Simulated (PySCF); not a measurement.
Structure problem from calculated spectra and properties.

Formula: C2H10F2N2Si2.

- 1H NMR: chemical shifts (computed TMS as zero) by class: 5.25 (1 H), 5.11 (1 H), 4.96 (1 H), 4.90 (1 H), 4.78 (1 H), 2.84 (3 H), 0.61 (1 H), 0.11 (1 H) ppm [GIAO PBE0/pcSseg-1]
- Dipole: 1.59 D [PBE0/pcSseg-1]
- NMR, other nuclei: isotropic shieldings of nuclei other than C and H, by class: 225 (1 N), 252 (1 N), 349 (1 F), 483 (1 F), 380 (1 Si), 392 (1 Si) ppm [GIAO PBE0/pcSseg-1]
- Rotational structure: rotational constants A, B, C: 2.882, 0.609, 0.537 GHz [GFN2-xTB]
- 13C NMR: chemical shifts (computed TMS as zero) by class: 79.4 (1 C), 28.4 (1 C) ppm [GIAO PBE0/pcSseg-1]

Gas-phase values; electronic properties from PySCF, density fitting. Levels stand in brackets. One conformer (not necessarily the lowest) at the GFN2-xTB geometry, without solvent, vibrations or thermal averaging. Each NMR value is the plain mean over a class of atoms that symmetry, rotation or inversion makes alike.

Q: Propose a structure and show how it fits.

A: Numbering: `[CH3:1][NH:2][Si@H:3]([F:4])[NH:5][SiH2:6][CH2:7][F:8]`. Its formula, C2H10F2N2Si2, gives 0 degrees of unsaturation, so no ring and no π bond. 2 carbons fall into 2 classes; from least to most shielded: sp3 C–F carbon [C7] (79.4 ppm), N-methyl carbon [C1] (28.4 ppm). Hydrogen classes from least to most shielded: 1 H on a fluorine-bound silicon, Si3 (5.25 ppm), 1 H on an SiH2 silicon, Si6 (5.11 ppm), 1 H on an sp3 C–F carbon, C7 (4.96 ppm), 1 H on an sp3 C–F carbon, C7 (4.90 ppm), 1 H on an SiH2 silicon, Si6 (4.78 ppm), 3 H on an N-methyl carbon, C1 (2.84 ppm), 1 H on a silicon-bound nitrogen, N2 (0.61 ppm), 1 H on a nitrogen bridging silicon atoms, N5 (0.11 ppm). The other shieldings belong to: 225 ppm, silicon-bound nitrogen [N2]; 252 ppm, nitrogen bridging silicon atoms [N5]; 349 ppm, silicon-bound fluorine [F4]; 483 ppm, alkyl fluorine [F8]; 380 ppm, fluorine-bound silicon [Si3]; 392 ppm, SiH2 silicon [Si6]. The optimised geometry has point group C1 and is an asymmetric top. Structure: `F[Si@@H](NC)N[SiH2]CF`. Computed isomers that give other values at the same levels: `NCC(F)(F)[SiH2][SiH2]N` (13C chemical shifts (computed TMS as zero) by class: 135.9 (1 C), 54.8 (1 C) ppm). The assignments are read from this structure; whether some other isomer fits the data as well wasn't checked. The mirror image fits equally.

Conformer computed: `[CH3:1][NH:2][Si@H:3]([F:4])[NH:5][SiH2:6][CH2:7][F:8]`: C1–N2–Si3–F4 -59°, N2–Si3–N5–Si6 113°, Si3–N5–Si6–C7 171°, N5–Si6–C7–F8 49°.
